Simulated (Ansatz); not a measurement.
`O[SiH](O)[GeH3]` + `[OH][GaH2]` → `[OH][GaH][GeH3]` + `O[SiH2]O`  (formal exchange of groups at a Ge–Si bond)

Gas-phase electronic energies from Ansatz, PBE0-D4/def2-TZVP geometries. CCSD(T)/CBS adds triple-zeta CCSD(T) − MP2 to the extrapolated MP2 energy (def2 sets, frozen cores). DFT in def2-TZVPP. HSE06 is defined as in plane-wave codes. For Ga, Ge outer-core shells are correlated without core-valence functions, which leaves a few kJ/mol of doubt a bond. Scalar relativity is left out up to krypton. One conformer a species, not always the lowest.

| level | ΔE (kJ/mol) | difference from CCSD(T)/CBS |
| --- | --- | --- |
| PBE0-D4 | -34.8 | 4.9 |
| HSE06-D4 | -35.0 | 4.7 |
| ωB97X-V | -34.9 | 4.8 |
| r2SCANh | -36.3 | 3.4 |
| HF/def2-SVP | -43.9 | -4.2 |
| MP2/def2-SVP | -42.0 | -2.3 |
| CCSD/def2-SVP | -42.4 | -2.7 |
| MP2/def2-TZVPP | -41.7 | -2.0 |
| SCS-MP2/def2-QZVPP | -41.5 | -1.8 |
| HF/CBS(def2) | -43.9 | -4.2 |
| CCSD(T)/CBS | -39.7 | 0 |

Largest T1 diagnostic among the species: 0.015.

Leaving LDA and LC-ωPBE aside and taking each functional with its dispersion term where it has one, the values, not all of them listed here, spread over 13.9 kJ/mol, from B2PLYP to B97M-V. LDA lies +4.6 kJ/mol from PBE without D4. The D4 term adds +3.2 kJ/mol with B3LYP and +1.8 kJ/mol with PBE0; it sums over pairs of atoms, weighted by their polarisabilities, and B3LYP, whose exchange is more repulsive, gets the larger term. In def2-TZVPP, CCSD(T) changes the Hartree–Fock value by +4.9 kJ/mol (the triples alone add +1.1 kJ/mol) and MP2 by +3.3 kJ/mol.

B3LYP here is the variant with VWN-RPA as its local correlation; programs differ in this.
